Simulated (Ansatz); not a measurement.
Basis-set series for `C[CH]1[NH][AlH]1`. The species carries charge 0 and has multiplicity 1. The structure was optimised at the PBE0-D4/def2-TZVP level.

```tsv
atom	x (Å)	y (Å)	z (Å)
C1	-0.1413	-1.3210	0.1834
C2	-0.1280	0.1533	0.5010
N3	-0.5487	1.0777	-0.6079
Al4	1.0840	1.4684	-0.2246
H5	0.3110	-1.8990	0.9948
H6	-1.1676	-1.6916	0.0527
H7	0.4048	-1.5470	-0.7368
H8	-0.6419	0.3535	1.4472
H9	-1.4764	1.0236	-0.9951
H10	2.3041	2.3821	-0.6147
```

```json
{"functional": "PBE0-D4", "basis": "def2-SVP", "functions": "90", "energy (Eh)": "-376.50750", "HOMO (eV)": "-6.27", "LUMO (eV)": "-0.54"}
{"functional": "PBE0-D4", "basis": "def2-TZVPP", "functions": "219", "energy (Eh)": "-376.74399", "HOMO (eV)": "-6.33", "LUMO (eV)": "-0.75"}
{"functional": "ωB97M-V", "basis": "def2-SVP", "functions": "90", "energy (Eh)": "-376.68990", "HOMO (eV)": "-8.45", "LUMO (eV)": "1.17"}
{"functional": "ωB97M-V", "basis": "def2-TZVPP", "functions": "219", "energy (Eh)": "-376.93316", "HOMO (eV)": "-8.53", "LUMO (eV)": "0.83"}
```

(1) Give the rows for def2-QZVPP. (Best estimate.)

Results:

(1) Computed: 
```csv
functional,basis,functions,energy (Eh),HOMO (eV),LUMO (eV)
PBE0-D4,def2-QZVPP,421,-376.75952,-6.35,-0.85
ωB97M-V,def2-QZVPP,421,-376.94831,-8.55,0.50
```

Positive LUMOs are unbound and depend on the basis.
